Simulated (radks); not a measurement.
Valence configurations of Er+ (all share [Xe]). All-electron calculation, Dirac Kohn-Sham, PBE, spin-unpolarised, spherical densities, point nucleus; open shells fill j = l - 1/2 first. Program: a radial shooting solver on a logarithmic mesh with Libxc functionals. Energies are relative to 4f12 6s1; eigenvalues in eV.

\begin{tabular}{lrrrrrr}
valence & E (eV) & e(4f5/2) & e(4f7/2) & e(5d3/2) & e(6p1/2) & e(6s1/2) \\ \hline
4f12 6s1 & 0.000 & -10.254 & -9.171 & - & - & -9.056 \\
4f11.5 5d0.5 6s1 & 1.716 & -13.241 & -12.125 & -7.558 & - & -9.431 \\
4f12 5d1 & 2.392 & -8.632 & -7.552 & -5.802 & - & - \\
4f13 & 2.394 & -4.315 & -3.301 & - & - & - \\
4f12 6p1 & 3.308 & -11.460 & -10.377 & - & -6.419 & - \\
4f11 6s2 & 3.392 & -18.808 & -17.656 & - & - & -10.681 \\
4f11 5d1 6s1 & 4.607 & -16.452 & -15.303 & -8.269 & - & -9.759 \\
4f11 6s1.5 6p0.5 & 5.305 & -19.399 & -18.247 & - & -7.155 & -10.999 \\
4f11 5d1 6p1 & 8.190 & -17.609 & -16.459 & -9.166 & -6.794 & - \\
4f10 6s1 6p2 & 23.326 & -31.079 & -29.856 & - & -8.863 & -13.363 \\
\end{tabular}

NIST lists [Xe] 4f12 6s1 as the ground configuration; this level of theory agrees among the configurations tried. The energies are those of spherical spin-averaged densities, not of single terms.
